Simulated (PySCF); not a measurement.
A run for PySCF: R-B3LYP/3-21G on BH3O2Se (SMILES OB(O)[SeH]), a point of a torsion scan.

```python
from pyscf import gto, scf, dft, mp
from pyscf.data.elements import chemcore

mol = gto.M(
    atom='''
    O    -0.94888705   -1.20488863   -0.26485956
    B    -0.21440968   -0.12999817    0.03536944
    O    -0.73138477    1.10485241    0.04694656
    Se    1.65226734   -0.53202579    0.55603116
    H    -1.86435240   -1.05584601   -0.50335701
    H    -0.17293020    1.84548821    0.27970092
    H     1.77464151   -1.71474727   -0.23229107
    ''',
    basis='3-21g',
    charge=0, spin=0, verbose=3, max_memory=1800)
mf = dft.RKS(mol, xc='b3lyp')
mf.conv_tol = 1e-8
mf.max_cycle = 100
mf.kernel()
if not mf.converged:
    mf = mf.newton().run(mf.mo_coeff, mf.mo_occ)
```

Program output:

```
converged SCF energy = -2566.43807250011
```

The run converged.

Cost: around 3 core-seconds (rough).
